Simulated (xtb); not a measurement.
C4H10Si2, SMILES C#CCC([SiH3])[SiH3]. All values are semi-empirical tight-binding results from xtb (GFN2-xTB unless named), good for trends rather than for accurate numbers. Geometry: GFN2-xTB. This is a generated structure with no PubChem entry under its InChIKey; it may be hypothetical. The values are those of a single conformer.

orbital gap: 5.16 eV
dipole moment: 0.38 D
zero-point energy: 69.7 kcal/mol
G − E(el) at 298.15 K (modified RRHO): 48.0 kcal/mol
static polarisability (D4 model): 102.9 bohr³
solvation energy, GFN2-xTB/ALPB(water): -0.2 kcal/mol
solvation energy, GFN2-xTB/ALPB(thf): -5.9 kcal/mol
